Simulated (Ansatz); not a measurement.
Ansatz (a first-principles code) input:
A basis named .json is the Basis Set Exchange file of that set.

Ansatz 0.2 input:
```yaml
crystal:
  periodic: [false, false, false]
  atoms:
    - {symbol: Si, position_ang: [-0.02644534, -0.11026537, 0.35504379]}
    - {symbol: F, position_ang: [-0.47415953, -1.35786452, -0.54370235]}
    - {symbol: O, position_ang: [-1.07779125, 1.08923669, -0.01031814]}
    - {symbol: O, position_ang: [1.48341860, 0.40279095, -0.05119216]}
    - {symbol: H, position_ang: [-0.84030714, 1.98591312, 0.24441241]}
    - {symbol: H, position_ang: [2.23295896, -0.15763847, 0.17037792]}
basis:
  gaussian:
    orbitals: aug-cc-pV_D+d_Z.json
magnetization: {spin_polarized: true, initial_magnetization: 1}
correlation: {method: ccsd_t, electrons: outside_noble_gas}
output: {forces: true}
```

Problem. What final total energy does it print?

Solution. -540.15060 Eh (CCSD(T)/aug-cc-pV(D+d)Z). The basis has 119 functions.

It need not be the lowest isomer of its formula.
